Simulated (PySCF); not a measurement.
CaCl2 (SMILES [Cl][Ca][Cl]), singlet, at a GFN2-xTB geometry (such geometries of metal compounds can be far from the true shape), atoms displaced at random by about 0.05 Å a coordinate; PBE0/STO-3G (PySCF).

Here is a job for PySCF.
```python
from pyscf import gto, scf, dft
from pyscf.geomopt import geometric_solver

mol = gto.M(
    atom='''
Ca    0.23766353   -0.73820173    0.09794384
Cl    1.31294608    0.83044828   -1.41888813
Cl   -1.49037249    0.05656191    1.41307667
''',
    basis='sto-3g',
    verbose=3,
)

def method(m):
    mf = dft.RKS(m)
    mf.xc = 'pbe0'
    return mf

conv, mol_eq = geometric_solver.kernel(method(mol), maxsteps=100, convergence_set='TURBOMOLE')
print('optimisation converged:', conv)
print(mol_eq.tostring(format='xyz'))
mf = method(mol_eq)
mf.kernel()
```

What the program printed (banner, timings and long lists left out):

```
Custom engine selected.
Bonds will be generated from interatomic distances less than 1.20 times sum of covalent radii
9 internal coordinates being used (instead of 9 Cartesians)
Internal coordinate system (atoms numbered from 1):
Distance 1-2
Distance 1-3
Angle 2-1-3
Translation-X 1-3
Translation-Y 1-3
Translation-Z 1-3
Rotation-A 1-3
Rotation-B 1-3
Rotation-C 1-3
<class 'geometric.internal.Distance'> : 2
<class 'geometric.internal.Angle'> : 1
<class 'geometric.internal.TranslationX'> : 1
<class 'geometric.internal.TranslationY'> : 1
<class 'geometric.internal.TranslationZ'> : 1
<class 'geometric.internal.RotationA'> : 1
<class 'geometric.internal.RotationB'> : 1
<class 'geometric.internal.RotationC'> : 1
> ===== Optimization Info: ====
> Job type: Energy minimization
> Maximum number of optimization cycles: 100
> Initial / maximum trust radius (Angstrom): 0.100 / 0.300
> Convergence Criteria:
> Will converge when all 5 criteria are reached:
>  |Delta-E| < 1.00e-06
>  RMS-Grad  < 5.00e-04
>  Max-Grad  < 1.00e-03
>  RMS-Disp  < 5.00e-04
>  Max-Disp  < 1.00e-03
> === End Optimization Info ===

Geometry optimization cycle 1
Cartesian coordinates (Angstrom)
 Atom        New coordinates             dX        dY        dZ
  Ca   0.237664  -0.738202   0.097944    0.000000  0.000000  0.000000
  Cl   1.312946   0.830448  -1.418888   -0.000000  0.000000  0.000000
  Cl  -1.490372   0.056562   1.413077    0.000000 -0.000000  0.000000

WARN: Mole.unit (angstrom) is changed to Bohr

converged SCF energy = -1580.76472324446
--------------- RKS_Scanner gradients ---------------
         x                y                z
0 Ca    -0.0382218770     0.0321176378     0.0241613590
1 Cl    -0.0151174095    -0.0131261533     0.0185786709
2 Cl     0.0535966990    -0.0187072764    -0.0426006705
----------------------------------------------
cycle 1: E = -1580.76472324  dE = -1580.76  norm(grad) = 0.0941255
Step    0 : Gradient = 5.434e-02/7.097e-02 (rms/max) Energy = -1580.7647232445
[...]
Geometry optimization cycle 2
Cartesian coordinates (Angstrom)
 Atom        New coordinates             dX        dY        dZ
  Ca   0.251867  -0.720157   0.077592    0.014204  0.018045 -0.020351
  Cl   1.393923   0.837348  -1.497246    0.080977  0.006900 -0.078357
  Cl  -1.587808   0.029128   1.510565   -0.097435 -0.027434  0.097488
converged SCF energy = -1580.78026648817
--------------- RKS_Scanner gradients ---------------
         x                y                z
[...]
Step    3 : Displace = 1.717e-01/1.782e-01 (rms/max) Trust = 2.000e-01 (+) Grad = 8.461e-03/1.061e-02 (rms/max) E (change) = -1580.7896658306 (-3.692e-03) Quality = 1.394
converged SCF energy = -1580.79207926
Step    4 : Displace = 1.698e-01/2.077e-01 (rms/max) Trust = 2.828e-01 (+) Grad = 1.050e-02/1.351e-02 (rms/max) E (change) = -1580.7920792600 (-2.413e-03) Quality = 1.462
converged SCF energy = -1580.79389638258
Step    5 : Displace = 1.641e-01/2.274e-01 (rms/max) Trust = 3.000e-01 (+) Grad = 9.044e-03/1.220e-02 (rms/max) E (change) = -1580.7938963826 (-1.817e-03) Quality = 1.368
converged SCF energy = -1580.79492965595
Step    6 : Displace = 8.533e-02/1.166e-01 (rms/max) Trust = 3.000e-01 (=) Grad = 3.377e-03/4.155e-03 (rms/max) E (change) = -1580.7949296560 (-1.033e-03) Quality = 1.176
converged SCF energy = -1580.7950011056
Step    7 : Displace = 1.153e-02/1.603e-02 (rms/max) Trust = 3.000e-01 (=) Grad = 3.344e-04/4.237e-04 (rms/max) E (change) = -1580.7950011056 (-7.145e-05) Quality = 0.773
converged SCF energy = -1580.7950046465
Step    8 : Displace = 2.424e-03/2.811e-03 (rms/max) Trust = 3.000e-01 (=) Grad = 9.611e-05/1.178e-04 (rms/max) E (change) = -1580.7950046465 (-3.541e-06) Quality = 1.583
converged SCF energy = -1580.7950060924
Step    9 : Displace = 8.958e-04/1.003e-03 (rms/max) Trust = 3.000e-01 (=) Grad = 1.682e-04/2.180e-04 (rms/max) E (change) = -1580.7950060924 (-1.446e-06) Quality = 0.775
converged SCF energy = -1580.79500739852
[...]
Step   10 : Displace = 1.256e-03/1.618e-03 (rms/max) Trust = 3.000e-01 (=) Grad = 2.744e-04/3.517e-04 (rms/max) E (change) = -1580.7950073985 (-1.306e-06) Quality = 0.366
[...]
Geometry optimization cycle 12
Cartesian coordinates (Angstrom)
 Atom        New coordinates             dX        dY        dZ
  Ca   0.014193   0.054968   0.017896   -0.000272  0.001073 -0.000190
  Cl   1.778345   0.598825  -1.749075    0.000072  0.012684  0.004692
  Cl  -1.751568  -0.483736   1.784682    0.000457 -0.013797 -0.004813
converged SCF energy = -1580.79500778178
--------------- RKS_Scanner gradients ---------------
         x                y                z
0 Ca    -0.0000087099    -0.0000239955     0.0000154755
1 Cl     0.0001375051     0.0000560705    -0.0001478679
2 Cl    -0.0001329306    -0.0000188852     0.0001320697
----------------------------------------------
cycle 12: E = -1580.79500778  dE = -3.83261e-07  norm(grad) = 0.000283332
Step   11 : Displace = 9.703e-04/1.146e-03 (rms/max) Trust = 3.000e-01 (=) Grad = 1.636e-04/2.096e-04 (rms/max) E (change) = -1580.7950077818 (-3.833e-07) Quality = 0.249
Poor-quality step dominated by net translation/rotation detected; will project out net forces and torques past this point.
[...]
Geometry optimization cycle 13
Cartesian coordinates (Angstrom)
 Atom        New coordinates             dX        dY        dZ
  Ca   0.014103   0.055276   0.017868   -0.000090  0.000309 -0.000028
  Cl   1.778120   0.598619  -1.748695   -0.000225 -0.000206  0.000380
  Cl  -1.751209  -0.483981   1.784314    0.000360 -0.000245 -0.000369
converged SCF energy = -1580.79500757653
--------------- RKS_Scanner gradients ---------------
         x                y                z
0 Ca    -0.0000022669    -0.0000174236     0.0000075249
1 Cl     0.0000691437     0.0000315698    -0.0000780163
2 Cl    -0.0000701492    -0.0000036629     0.0000702515
----------------------------------------------
cycle 13: E = -1580.79500758  dE = 2.05258e-07  norm(grad) = 0.000148657
Step   12 : Displace = 4.563e-04/5.018e-04 (rms/max) Trust = 4.852e-04 (-) Grad = 8.564e-05/1.088e-04 (rms/max) E (change) = -1580.7950075765 (+2.053e-07) Quality = -0.780
[...]
Converged! =D

optimisation converged: True
3
XYZ from PySCF
Ca          0.01410349        0.05527650        0.01786808
Cl          1.77811986        0.59861930       -1.74869542
Cl         -1.75120855       -0.48398084        1.78431360
converged SCF energy = -1580.79500757654
```
